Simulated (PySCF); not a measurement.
Electron correlation in S (sulfur, neutral)

[Ne] 3s2 3p4, high-spin 3P determinant. Calculation: PySCF 2.14, in aug-cc-pV(T+d)Z with one added diffuse shell each of s, p, d, f type (7s6p5d3f, 71 functions); no relativity, point nucleus. Frozen: [Ne]; 6 electrons correlated.

MP2 pair energies summed by pair of shells (mhartree):

```json
{"pair": "3s-3p", "energy": "-54.72", "share (%)": "46.0"}
{"pair": "3p-3p", "energy": "-54.24", "share (%)": "45.6"}
{"pair": "3s-3s", "energy": "-9.92", "share (%)": "8.3"}
```

Total MP2 correlation energy: -118.89 mhartree.

Same-spin part -27.55 and opposite-spin part -91.34 mhartree; SCS-MP2 scales them by 1/3 and 6/5 to -118.79 mhartree.
